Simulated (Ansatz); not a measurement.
Basis-set extrapolation for C₂H₇BSSi (`[SiH3]CBC=S`) (PBE0-D4/def2-TZVP geometry, frozen core, Ansatz 0.2.0). Multiplicity 1, RHF reference.

```
                      def2-TZVPP   def2-QZVPP
                 HF  -790.986819  -791.011719
    MP2 correlation    -0.732118    -0.783291
CCSD(T) correlation    -0.830427      not run
```

Energies in hartree. Use E(X) = E(∞) + A·exp(−7.88·√X) for Hartree–Fock and E(X) = E(∞) + B·X^(−2.97) for correlation, with X = 3 and 4, and add CCSD(T) minus MP2 of the smaller set to the MP2 limit.

What is the CCSD(T) energy at the basis-set limit?

HF limit: -791.011719 + (-0.024900) × 0.13774 = -791.01515. MP2 limit: -0.783291 + (-0.051173) × 0.74074 = -0.82120. Higher-order term: -0.830427 − (-0.732118) = -0.09831. Total: -791.93466 hartree, 308.3 kJ/mol below CCSD(T)/def2-TZVPP.
